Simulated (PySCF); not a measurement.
**Stretching LiBe**

Set-up: Li def2-TZVP, Be def2-TZVP; no relativity (PySCF 2.14). Energies in eV from Li + Be in their ground configurations at the same level. All curves are PBE0. state 1: ²Σ⁺ (doublet), unpaired electrons σ ↑; state 2: doublet, unpaired electrons π ↑, a second solution, started from another occupation; state 3: ⁴Π (quartet), unpaired electrons σ ↑↑, π ↑, a second solution, started from another occupation.

```tsv
R (Å)	state 1	state 2	state 3
2.229	-0.3339	0.1582	1.8741
2.333	-0.4247	0.1735	1.8132
2.437	-0.4750	0.2200	1.7837
2.514	-0.4927	0.2699	1.7773
2.592	-0.4973	0.3296	1.7811
2.670	-0.4917	0.3966	1.7927
2.773	-0.4729	0.4937	1.8172
2.903	-0.4373	0.6222	1.8568
3.059	-0.3856	0.7792	1.9106
3.266	-0.3138	0.9800	1.9824
```

Problem. Put a parabola through the three lowest points of the state 1 curve and estimate Re, k and ωe (reduced mass 3.945 u; 1 eV/Å² = 0.16022 mdyn/Å; ωe = 1302.8·√(k/μ) cm⁻¹).

Solution. Through R = 2.514, 2.592, 2.67 Å the second-order coefficient is 0.838 eV/Å², so Re ≈ 2.588 Å, k ≈ 0.269 mdyn/Å and ωe ≈ 340 cm⁻¹. A polynomial fit of higher order to the unrounded PBE0 energies gives Re = 2.585 Å, k = 0.273 mdyn/Å, ωe = 343 cm⁻¹; anharmonicity and rounding make the difference.

The higher-order fit for each curve: state 1: Re = 2.585 Å, ωe = 343 cm⁻¹, De = 0.497 eV; state 3: Re = 2.521 Å, ωe = 337 cm⁻¹, minimum 1.78 eV above the ground-state fragments. State 2 gave no clean fit.

The state was picked by a PBE0 search and need not be the measured ground state.
